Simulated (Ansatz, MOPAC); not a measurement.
Two conformers of CH6BNO (SMILES CNBO), B3LYP-D3(BJ)/def2-TZVP minima.
Conformer 1 (charge 0, multiplicity 1):
```xyz
10

C     -1.30095     0.43690     0.06395
N     -0.28786    -0.41901    -0.52937
B      1.07013    -0.45223    -0.19708
O      1.54608     0.39049     0.78402
H     -0.83682     1.06293     0.82281
H     -2.09218    -0.14832     0.54110
H     -1.76241     1.09001    -0.68217
H     -0.62137    -1.03961    -1.24737
H      1.79770    -1.21186    -0.76978
H      2.48770     0.29070     0.93664
```
Conformer 2 (charge 0, multiplicity 1):
| atom | x (Å) | y (Å) | z (Å) |
|---|---|---|---|
| C | -1.4125 | -0.2525 | -0.1713 |
| N | -0.1048 | 0.3575 | -0.0057 |
| B | 1.1283 | -0.2896 | -0.1836 |
| O | 2.3477 | 0.3223 | -0.0171 |
| H | -1.9928 | -0.2267 | 0.7555 |
| H | -1.2833 | -1.2946 | -0.4585 |
| H | -1.9956 | 0.2436 | -0.9526 |
| H | -0.1386 | 1.3307 | 0.2605 |
| H | 1.1437 | -1.4406 | -0.4985 |
| H | 2.3079 | 1.2499 | 0.2365 |

No zero-point or thermal terms.

Frozen-core correlation. The state reached by PM3 isn't checked.

The values were computed with Ansatz (a program for electronic structure) with Gaussian orbitals; MOPAC for PM3 (differences of heats of formation). Each number belongs to the level named beside it.

Q: Give the electronic energy of conformer 2 less that of conformer 1 at the level PM3.

A: -2.3 kcal/mol
